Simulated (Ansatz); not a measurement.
[SnBr3]- (SnBr3⁻). Total charge -1; triplet. Geometry B3LYP-D4/def2-SVPD, that of the charge -1 singlet.

```xyz
4

Sn   -0.3729   -0.5721    0.6947
Br   -2.0027    0.3272   -1.2608
Br    1.6270   -1.5323   -0.8440
Br    0.7486    1.7772    1.4101
```

In the def2 sets Sn takes a core potential; there is no spin–orbit coupling. At PBE-D4/def2-TZVPD, r2SCAN-D4/def2-TZVPD, PBE0-D4/def2-TZVPD the highest occupied level of the charge -1 triplet lies above zero (up to 1.22 eV). By energy differences its removal costs 0.83 eV (vertical, to the charge 0 doublet, at PBE-D4/def2-TZVPD); a positive level beside a positive removal energy at the same level points to self-interaction error. At PBE0-D4/def2-TZVPD a singlet of charge -1 lies 3.71 eV below the triplet at the same geometry.

Question: Estimate the α-spin orbital energies around the gap (eV) in Ansatz with PBE-D4/def2-TZVPD, r2SCAN-D4/def2-TZVPD, PBE0-D4/def2-TZVPD.

Answer: 
| orbital | PBE-D4/def2-TZVPD | r2SCAN-D4/def2-TZVPD | PBE0-D4/def2-TZVPD |
| --- | --- | --- | --- |
| HOMO−5 | -3.38 | -3.64 | -4.59 |
| HOMO−4 | -3.04 | -3.29 | -4.24 |
| HOMO−3 | -3.04 | -3.29 | -4.24 |
| HOMO−2 | -2.98 | -3.23 | -4.16 |
| HOMO−1 | -2.82 | -3.12 | -3.88 |
| HOMO | 1.22 | 1.10 | 0.54 |
| LUMO | 1.50 | 1.62 | 2.11 |
| LUMO+1 | 1.50 | 1.62 | 2.11 |
| LUMO+2 | 2.39 | 2.89 | 2.81 |
| LUMO+3 | 2.94 | 3.51 | 3.37 |
| LUMO+4 | 2.94 | 3.51 | 3.37 |
| LUMO+5 | 3.15 | 3.59 | 3.55 |
| β HOMO | -2.87 | -3.11 | -4.04 |
| β LUMO | -2.17 | -2.08 | -1.56 |
